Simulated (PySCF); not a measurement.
# Property card for `COC(C[SiH3])OC`

Compound: C4H12O2Si.
SMILES with atom numbers: `[CH3:1][O:2][CH:3]([CH2:4][SiH3:5])[O:6][CH3:7]` (hydrogens: H8, H9, H10 on C1; H11 on C3; H12, H13 on C4; H14, H15, H16 on Si5; H17, H18, H19 on C7)

Cartesian coordinates in Å at the GFN2-xTB level; atoms count from 1:
```
atom  x, y, z in Å
C1     2.0930   -0.8622   -0.5791
O2     0.8940   -0.6035   -1.2838
C3    -0.0986    0.0823   -0.5676
C4     0.2696    1.4521   -0.0299
Si5   -1.0343    1.8843    1.2865
O6    -0.5455   -0.6492    0.5491
C7    -1.2144   -1.8498    0.2401
H8     1.8860   -1.1481    0.4557
H9     2.5761   -1.6888   -1.0983
H10    2.7587    0.0071   -0.5918
H11   -0.9174    0.1725   -1.3018
H12    0.3177    2.1673   -0.8480
H13    1.2550    1.4120    0.4296
H14   -2.3720    1.5809    0.7766
H15   -0.9378    3.3341    1.5086
H16   -0.7691    1.1978    2.5459
H17   -2.1191   -1.6493   -0.3453
H18   -0.5679   -2.5247   -0.3284
H19   -1.4837   -2.3057    1.1907
```

Among its groups: ether, Si–H bond and C–Si bond.

GFN2-xTB geometry:

```yaml
Point_group_of_the_GFN2-xTB_geometry: C1
Rotational_constants_A_B_C_of_the_GFN2-xTB_geometry: 3.016, 1.492, 1.130 GHz
```

**PBE0/def2-SVPD ground state and vertical TDDFT (core frozen in the response) (PySCF)**

```yaml
Dipole_moment: 1.02 D
HOMO_energy: -7.74 eV
LUMO_energy: 0.54 eV
HOMO–LUMO_gap: 8.28 eV
Lowest_singlet_excitation: 7.20 eV (172 nm, f = 0.006)
Strongest_line_among_the_6_lowest_singlet_transitions: S4 at 7.88 eV (157 nm, f = 0.023)
Lowest_triplet_excitation_Tamm–Dancoff: 7.09 eV
Static_isotropic_polarisability: 86.1 au
Electronic_spatial_extent_⟨r²⟩_about_the_centre_of_nuclear_charge: 1129 bohr²
```

**PBE0/pcSseg-1 ground state and GIAO shieldings, non-relativistic (PySCF)**

```yaml
Lowest_Hirshfeld_atomic_charge: -0.17 e on C4
Highest_Hirshfeld_atomic_charge: +0.29 e on Si5
13C_chemical_shifts_computed_TMS_as_zero_by_class: 105.9 (C3), 52.1 (C1/C7), 13.7 (C4) ppm
1H_chemical_shifts_computed_TMS_as_zero_by_class: 4.67 (H11), 3.70 (H14/H15/H16), 3.44 (H8/H9/H10/H17/H18/H19), 1.28 (H12/H13) ppm
Isotropic_shieldings_of_nuclei_other_than_C_and_H_by_class: 278 (O2/O6), 430 (Si5) ppm
Mayer_bond_orders_between_heavy_atoms: C1–O2 0.91, O2–C3 0.97, C3–C4 1.02, C4–Si5 0.89, C3–O6 0.91, O6–C7 0.91
```

Monoisotopic mass (most abundant isotopes): 120.0607 u.

S1 lies 1.08 eV below the HOMO–LUMO gap; its leading configuration is HOMO→LUMO, weight 0.95. The largest Löwdin shares of the HOMO are 0.47 on O2, 0.11 on O6, 0.09 on C4 and 0.07 on C1. The dipole equals about 3.4 × 10⁻³⁰ C·m (1 D = 3.33564 × 10⁻³⁰ C·m). With B = h/(8π²I), that is 505.379 GHz u Å² over I, the principal moments of inertia are 167.6, 338.8 and 447.4 u Å² (most abundant isotopes). The polarisability is 12.76 Å³ as a volume (1 au = 0.148185 Å³), or 1.30 au for each of the 66 electrons. The rotational constants make it an asymmetric top with κ = (2B − A − C)/(A − C) = -0.62, nearer the prolate limit (−1). The principal polarisabilities are 75.1, 86.7 and 96.5 au; their mean is the isotropic value.

Isolated species at its GFN2-xTB geometry (one conformer only). NMR classes are plain means over equivalent atoms (diastereotopic ones count apart unless rotation or inversion swaps them), as if these changed places fast; in this geometry the members of some classes differ.

For the NMR shielding job (PBE0/pcSseg-1), time: 28 s of wall time; peak memory 1.0 GiB. Hardware: Arm Neoverse V1, one thread, shared host with 32 logical CPUs at a one-minute load of 23.
